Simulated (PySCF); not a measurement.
C₆H₅NO₂.
Bonds: O1–C2 (double), C2–O3, O3–C4, C4–C5 (aromatic), C5–C6 (aromatic), C6–C7 (aromatic), C7–N8 (aromatic), N8–C9 (aromatic), C4–C9 (aromatic). Hydrogens: H10 on C2; H11 on C5; H12 on C6; H13 on C7; H14 on C9.

The same species was optimised twice, with GFN2-xTB and with PBE0-D3(BJ)/def2-SVP (PySCF), and the same property calculations (PySCF, gas phase) were run on both structures.

| coordinate | GFN2-xTB | PBE0-D3(BJ)/def2-SVP | change |
| --- | --- | --- | --- |
| C2–O3 (Å) | 1.326 | 1.341 | +0.015 |
| O3–C4 (Å) | 1.389 | 1.376 | -0.013 |
| C7–N8 (Å) | 1.324 | 1.332 | +0.008 |
| N8–C9 (Å) | 1.316 | 1.323 | +0.007 |
| C5–C6 (Å) | 1.387 | 1.394 | +0.007 |
| C6–C7 (Å) | 1.385 | 1.392 | +0.007 |
| C4–C5 (Å) | 1.389 | 1.394 | +0.005 |
| C4–C9 (Å) | 1.396 | 1.399 | +0.003 |
| O1=C2 (Å) | 1.193 | 1.194 | +0.001 |
| O3–C4–C9 (°) | 115.8 | 114.2 | -1.6 |
| O1–C2–O3 (°) | 128.7 | 127.3 | -1.4 |
| C2–O3–C4 (°) | 123.7 | 125.0 | +1.3 |
| O3–C4–C5 (°) | 125.5 | 126.4 | +0.9 |
| C4–C5–C6 (°) | 117.8 | 117.0 | -0.8 |
| C5–C4–C9 (°) | 118.7 | 119.4 | +0.7 |
| C5–C6–C7 (°) | 119.0 | 119.6 | +0.6 |
| C7–N8–C9 (°) | 118.4 | 118.1 | -0.3 |
| O1–C2–O3–C4 (°) | -1 | 2 | +3 |
| C2–O3–C4–C5 (°) | -20 | -8 | +12 |

Rotational constants: A = 4409, B = 1182, C = 943.3 MHz (GFN2-xTB) against A = 4438, B = 1174, C = 929.4 MHz (PBE0-D3(BJ)/def2-SVP).

On the GFN2-xTB structure: isotropic polarisability (au) 80.9 [PBE0/def2-SVPD]; HOMO (eV) -7.66 [PBE0/def2-SVPD]; LUMO (eV) -1.23 [PBE0/def2-SVPD]; dipole (D) 0.71 [PBE0/def2-SVPD]; HOMO (eV) -7.64 [PBE0/pcSseg-1]; LUMO (eV) -1.15 [PBE0/pcSseg-1]; dipole (D) 0.87 [PBE0/pcSseg-1]; GIAO shielding of O1 (ppm) -117.0 [PBE0/pcSseg-1]; GIAO shielding of C2 (ppm) 23.7 [PBE0/pcSseg-1]; GIAO shielding of O3 (ppm) 97.6 [PBE0/pcSseg-1]; GIAO shielding of C4 (ppm) 32.0 [PBE0/pcSseg-1]; GIAO shielding of C5 (ppm) 53.4 [PBE0/pcSseg-1]; GIAO shielding of C6 (ppm) 58.4 [PBE0/pcSseg-1]; GIAO shielding of C7 (ppm) 34.1 [PBE0/pcSseg-1]; GIAO shielding of N8 (ppm) -96.1 [PBE0/pcSseg-1].

Task: What do these properties become on the PBE0-D3(BJ)/def2-SVP structure?

Result: 
```csv
property,level,on GFN2-xTB,on PBE0-D3(BJ)/def2-SVP,change
isotropic polarisability (au),PBE0/def2-SVPD,80.9,82.3,+1.4
HOMO (eV),PBE0/def2-SVPD,-7.66,-7.58,+0.08
LUMO (eV),PBE0/def2-SVPD,-1.23,-1.27,-0.04
dipole (D),PBE0/def2-SVPD,0.71,0.66,-0.05
"energy, GFN2-xTB geometry as zero (kcal/mol)",PBE0/def2-SVPD,0.0,-0.7,-0.7
HOMO (eV),PBE0/pcSseg-1,-7.64,-7.57,+0.07
LUMO (eV),PBE0/pcSseg-1,-1.15,-1.19,-0.04
dipole (D),PBE0/pcSseg-1,0.87,0.78,-0.09
"energy, GFN2-xTB geometry as zero (kcal/mol)",PBE0/pcSseg-1,0.0,-0.5,-0.5
GIAO shielding of O1 (ppm),PBE0/pcSseg-1,-117.0,-128.6,-11.6
GIAO shielding of C2 (ppm),PBE0/pcSseg-1,23.7,22.8,-0.9
GIAO shielding of O3 (ppm),PBE0/pcSseg-1,97.6,92.0,-5.6
GIAO shielding of C4 (ppm),PBE0/pcSseg-1,32.0,30.8,-1.2
GIAO shielding of C5 (ppm),PBE0/pcSseg-1,53.4,53.1,-0.3
GIAO shielding of C6 (ppm),PBE0/pcSseg-1,58.4,55.8,-2.6
GIAO shielding of C7 (ppm),PBE0/pcSseg-1,34.1,32.2,-1.9
GIAO shielding of N8 (ppm),PBE0/pcSseg-1,-96.1,-100.9,-4.8
```

The heavy atoms differ by 0.103 Å rms after alignment. Among bonds between heavy atoms C2–O3 changes most (+0.015 Å). Changes are differences of the printed values. Neither structure is proved a minimum here.

Shape of the structure used: `[O:1]=[CH:2][O:3][c:4]1[cH:5][cH:6][cH:7][n:8][cH:9]1`: O1–C2–O3–C4 2°, C2–O3–C4–C5 -8°.
